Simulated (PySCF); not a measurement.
This script is equivalent to a calculation on Cl⁺ (chlorine, charge +1).

```python
from pyscf import gto, scf, dft, mp, cc
import basis_set_exchange as bse
mol = gto.M(atom="Cl 0 0 0", charge=1, spin=2, symmetry="D2h",
            basis=gto.basis.parse(bse.get_basis("pcseg-2", elements=["Cl"], fmt="nwchem", header=False)))
mf = dft.UKS(mol, xc="MN15")
mf.irrep_nelec = {'Ag': (3, 3), 'B1u': (2, 1), 'B2u': (2, 2), 'B3u': (2, 1)}
mf.kernel()
```

What total energy does it give?

-459.598 hartree (calculated).

Which occupied shell lies highest, and where?

3p β, at -20.835 eV.

What is ⟨S²⟩, and what would a pure spin state give?

2.002, against 2.00.
